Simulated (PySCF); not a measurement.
Level of theory: PBE-D3(BJ)/def2-TZVP // r2SCAN-D4/def2-SVP (PySCF). All species are isolated molecules in the gas phase. One relaxed conformer stands for a flexible species; it need not be the lowest. 

Reference species (SMILES): `CO[Si](N)(N)N` (neutral, multiplicity 1).

| Item | Value |
|---|---|
| HOMO–LUMO gap | 5.35 eV |
| HOMO | -5.37 eV |

Changed species: `[Si](N)(N)(N)N` (0 of 4 NH2 replaced by OCH3; the reference has 1 of 4 NH2 replaced by OCH3).

**Question.** What does the change do to the HOMO–LUMO gap and HOMO?

**Answer.** the HOMO–LUMO gap falls by 0.09 eV, to 5.26 eV; the HOMO increases by 0.08 eV, to -5.29 eV.
